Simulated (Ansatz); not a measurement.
Start from `FC(F)(F)C1=CC(C(F)(F)F)=[O+][Al-]([F])([Cl])[O]1` and change one atom or group to get `FC(F)(F)C1=CC(C(F)(F)F)=[O+][Ga-]([F])([F])[O]1`.

Ansatz, PBE0-D4/def2-TZVP geometries, multiplicity 1. 

Scalar relativity is left out up to krypton.

```
                                          property  `FC(F)(F)C1=CC(C(F)(F)F)=[O+][Al-]([F])([Cl])[O]1`
                HOMO energy (PBE0/def2-TZVPP) / eV                                               -9.00
             HOMO energy (ωB97M-V/def2-TZVPP) / eV                                              -11.14
                 HOMO energy (PBE/def2-TZVPP) / eV                                               -7.71
size of the dipole moment (ωB97M-V/def2-TZVPP) / D                                                3.67
                 LUMO energy (PBE/def2-TZVPP) / eV                                               -4.61
  size of the dipole moment (B3LYP/def2-TZVPP) / D                                                3.65
```

**Question.** What does the change do to each property? (Estimate.)

**Answer.** Ansatz gave: 
```json
{"property": "HOMO energy (PBE0/def2-TZVPP) / eV", "`FC(F)(F)C1=CC(C(F)(F)F)=[O+][Ga-]([F])([F])[O]1`": "-9.18", "shift": "-0.18"}
{"property": "HOMO energy (ωB97M-V/def2-TZVPP) / eV", "`FC(F)(F)C1=CC(C(F)(F)F)=[O+][Ga-]([F])([F])[O]1`": "-11.28", "shift": "-0.14"}
{"property": "HOMO energy (PBE/def2-TZVPP) / eV", "`FC(F)(F)C1=CC(C(F)(F)F)=[O+][Ga-]([F])([F])[O]1`": "-7.96", "shift": "-0.25"}
{"property": "size of the dipole moment (ωB97M-V/def2-TZVPP) / D", "`FC(F)(F)C1=CC(C(F)(F)F)=[O+][Ga-]([F])([F])[O]1`": "3.81", "shift": "0.14"}
{"property": "LUMO energy (PBE/def2-TZVPP) / eV", "`FC(F)(F)C1=CC(C(F)(F)F)=[O+][Ga-]([F])([F])[O]1`": "-4.67", "shift": "-0.06"}
{"property": "size of the dipole moment (B3LYP/def2-TZVPP) / D", "`FC(F)(F)C1=CC(C(F)(F)F)=[O+][Ga-]([F])([F])[O]1`": "3.82", "shift": "0.17"}
```

With PBE0 the HOMO falls by 0.18 eV and the LUMO falls by 0.08 eV, so the gap widens by about 0.10 eV. PBE moves the HOMO by -0.25 eV and ωB97M-V by -0.14 eV. Dipoles are sizes alone; their direction can turn.

B3LYP here is the variant with VWN-RPA as its local correlation; programs differ in this.
